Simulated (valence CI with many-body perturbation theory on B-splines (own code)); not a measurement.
## Questions on Ru2+

Method: valence CI with perturbative core correlation (CI+MBPT): six valence electrons over a frozen Dirac-Fock core [Kr], a basis of 7 s, 7 p, 8 d, 6 f, 4 g, 1 h functions for each j, with the one-electron correlation potential Σ1 (screened to all orders), the two-electron term Σ2, the three-electron term Σ3, Breit, model QED; selected single and double excitations, second order for the rest, scaled by the run's own slope (own B-spline code, finite nucleus).

Against 6 measured levels this calculation errs by 978 cm⁻¹ on average and by 2893 at most. These come from a selection out of Moore, Atomic Energy Levels, vol. III, NSRDS-NBS 35 (1971 reprint of NBS Circular 467, 1958), an old analysis. Levels without a partner in it may be off by more, other configurations by 1,000 to 8,000 cm⁻¹. Among the levels kept, up to 2900 cm⁻¹ of a level comes from second order outside the variational space, and about a tenth of that is noise between levels of different J, which matters for small intervals. Only levels of the ground parity were solved; by the run's estimate the other parity begins above the list, which can be wrong where configurations are misplaced.

Names give the largest LS component (configuration and term), which can be under half, so a name can repeat, a term be missing and a line seem to break the LS rules; names also repeat where a configuration has a term twice.

Rates and lifetimes use the calculated energies. Strong lines usually hold to 10 to 20 %, long lifetimes can be off by a factor of two.

**Question.** What is the ground level?

**Answer.** 4d6 5D_4, composition 96 % 4d6 5D + 1 % 4d6 3F, g = 1.497.

**Question.** What are the static dipole polarisabilities of the lowest levels?

**Answer.** 4d6 5D_4 7.83 (tensor -0.63); 4d6 5D_3 7.93 (tensor -0.13); 4d6 5D_2 7.90 (tensor 0.14); 4d6 5D_1 7.89 (tensor 0.22) bohr³, of which the core gives 1.18.

**Question.** What is the ionisation energy?

**Answer.** 27.844 eV; NIST lists 28.47 eV (semi-empirical).

**Question.** How is the term 5D of the ground level split?

**Answer.** J = 4 at 0.0, J = 3 at 1094, J = 2 at 1773, J = 1 at 2217, J = 0 at 2459 cm⁻¹.

**Question.** Name the longest-lived excited levels whose lifetime is computed, and their main decay.

**Answer.** 4d6 3H_6 at 14989 cm⁻¹ lives 23300 s, mostly by E2 to 4d6 5D_4.

**Question.** How well does LS coupling describe the low levels?

**Answer.** Among the lowest 20 levels the leading LS term, summed over configurations, holds 88 % on average. For single configurations the figures are 85 % in LS and 56 % in jj coupling. Terms mix most in the J = 4 level at 15075 cm⁻¹, where the leading one holds 59 %.
